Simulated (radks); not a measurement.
Q: All-electron atom: Au5+ in [Kr] 4d10 4f14 5s2 5p5 5d7 (not the ground configuration). Calculated with a radial shooting solver on a logarithmic mesh with Libxc functionals: scalar-relativistic Kohn-Sham, PBEsol, spin-polarised, spherical densities, finite nucleus; open shells are filled with parallel spins first (spin-orbit coupling, left out, can overturn this in heavy ions); Fermi nuclear charge, rms radius 5.4371 fm. Some entries of the table are withheld. Estimate them.

orbital  occ.  eigenvalue (hartree)  <1/r> (bohr^-1)
1s up       1             -2968.897            95.67
1s down     1             -2968.891            95.67
2s up       1             -526.1274            22.44
2s down     1             -526.1139            22.44
2p up       3             -455.4313            19.97
2p down     3             -455.4181            19.97
3s up       1             -126.2389            8.318
3s down     1             -126.2309            8.318
3p up       3             -105.7224            7.591
3p down     3             -105.7136            7.591
3d up       5             -83.75244            7.145
3d down     5             -83.74075            7.145
4s up       1             -29.50088            3.567
4s down     1             -29.48428            3.566
4p up       3             -22.76848            3.221
4p down     3             -22.75190            3.221
4d up       5             -14.67395            2.887
4d down     5             -14.65432            2.888
5s up       1              -6.64324              (1)
5s down     1              -6.53690              (2)
4f up       7              -5.68299              (3)
4f down     7              -5.65550              (4)
5p up       3              -4.81231              (5)
5p down     2              -4.69254              (6)
5d up       5              -2.68055           0.9796
5d down     2              -2.55971           0.9740

A: 
(1) 5s up <1/r> (bohr^-1): 1.477
(2) 5s down <1/r> (bohr^-1): 1.485
(3) 4f up <1/r> (bohr^-1): 2.466
(4) 4f down <1/r> (bohr^-1): 2.472
(5) 5p up <1/r> (bohr^-1): 1.273
(6) 5p down <1/r> (bohr^-1): 1.278
